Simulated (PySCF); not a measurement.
Species: `FC(=C(F)[SiH]1OCCO1)F`. The columns A, B, C and D hold Mulliken, IAO, Hirshfeld and ESP-fitted charges (e) of one PBE0/pcSseg-1 density (PySCF), in a shuffled order. Coordinates in Å (PBE0-D3(BJ)/def2-SVP); the density's dipole moment is (1.99, -0.13, -1.09) D.

| atom | x | y | z | A | B | C | D |
| --- | --- | --- | --- | --- | --- | --- | --- |
| F1 | -1.419 | 0.856 | -1.532 | -0.037 | -0.226 | -0.118 | -0.229 |
| C2 | -2.292 | 0.733 | -0.563 | +0.164 | +0.605 | +0.408 | +0.548 |
| F3 | -3.481 | 1.112 | -0.932 | -0.049 | -0.212 | -0.114 | -0.217 |
| C4 | -1.961 | 0.264 | 0.646 | -0.072 | -0.194 | -0.249 | -0.147 |
| F5 | -2.935 | 0.165 | 1.566 | -0.086 | -0.272 | -0.113 | -0.258 |
| Si6 | -0.229 | -0.252 | 1.120 | +0.459 | +1.108 | +0.882 | +1.294 |
| O7 | 0.424 | -1.479 | 0.191 | -0.246 | -0.623 | -0.499 | -0.641 |
| C8 | 1.359 | -0.932 | -0.724 | -0.002 | +0.014 | +0.088 | -0.069 |
| C9 | 1.904 | 0.359 | -0.097 | +0.001 | +0.034 | +0.029 | -0.068 |
| O10 | 0.855 | 0.934 | 0.662 | -0.246 | -0.630 | -0.500 | -0.641 |
| H11 | -0.255 | -0.612 | 2.557 | -0.063 | -0.104 | -0.104 | -0.137 |
| H12 | 0.858 | -0.717 | -1.685 | +0.033 | +0.122 | +0.049 | +0.132 |
| H13 | 2.159 | -1.664 | -0.911 | +0.052 | +0.131 | +0.076 | +0.151 |
| H14 | 2.766 | 0.142 | 0.560 | +0.041 | +0.118 | +0.078 | +0.130 |
| H15 | 2.233 | 1.075 | -0.866 | +0.051 | +0.129 | +0.086 | +0.152 |

Problem. Which column most likely holds the ESP-fitted charges?

Solution. C. Σ q r misses the density's dipole by 0.05 D (C), 1.08 D (A), 1.68 D (D), 2.43 D (B). Charges fitted to the outside potential are the only set here that is tied to the molecule's multipoles.

Problem. And the Hirshfeld charges?

Solution. A. The mean sizes are 0.107 e (A), 0.226 e (C), 0.302 e (B), 0.321 e (D), and Hirshfeld charges are commonly the smallest of these schemes.

As computed, A = Hirshfeld, B = Mulliken, C = ESP-fitted, D = IAO. Hydrogens on carbon: Hirshfeld +0.03 to +0.05, Mulliken +0.12 to +0.13, ESP-fitted +0.05 to +0.09, IAO +0.13 to +0.15 e.

The Mulliken scheme gives each basis function's population to the atom it is centred on and halves the overlap population of two atoms between them. The ESP scheme fits charges at the nuclei, held to the total charge, to the electrostatic potential on points at 1.4 to 2.0 times the van der Waals radii.

Geometry: PBE0-D3(BJ)/def2-SVP, one conformer, isolated molecule.

The run behind these numbers computed NMR shieldings as well. On one thread of an Arm Neoverse V1 (shared host), this took 40 s of wall time (with the writing of density and orbital grids) and 1.1 GiB of memory at its peak.
